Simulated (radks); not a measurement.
Species: Ti. Configuration: [Ar] 3d(3/2: 2, 5/2: 0) 4s2 (the NIST ground configuration).

Calculated with a radial shooting solver on a logarithmic mesh with Libxc functionals: Dirac Kohn-Sham, PBE, spin-unpolarised, spherical densities, point nucleus.

Energy parts (hartree):
total: -853.57505
kinetic: 861.90144
electron-nucleus: -2030.51493
Hartree: 356.97953
exchange-correlation: -41.94108

Orbitals (lengths in bohr, moments of r in powers of bohr; <r^-3> diverges for s and p1/2; r(max) is where P^2 peaks):
orbital  occ.  eigenvalue (hartree)   r(max)  <r^-3>      <r^4>
1s1/2       2             -178.8969  0.04555       -  0.0001092
2s1/2       2             -19.72632   0.2689       -    0.02747
2p1/2       2             -16.46214   0.2181       -    0.02171
2p3/2       4             -16.25001   0.2203   260.0    0.02241
3s1/2       2              -2.30060   0.8695       -      2.226
3p1/2       2              -1.44329   0.8977       -      3.351
3p3/2       4              -1.41912   0.9041   29.82      3.456
3d3/2       2              -0.15705   0.9800   1.937      38.31
3d5/2       0              -0.15536   0.9824   1.913      39.01
4s1/2       2              -0.16405    2.921       -      340.7

The highest occupied level is 3d3/2 at -4.274 eV. The density falls to 0.001 e/bohr^3 at r = 4.84 bohr.
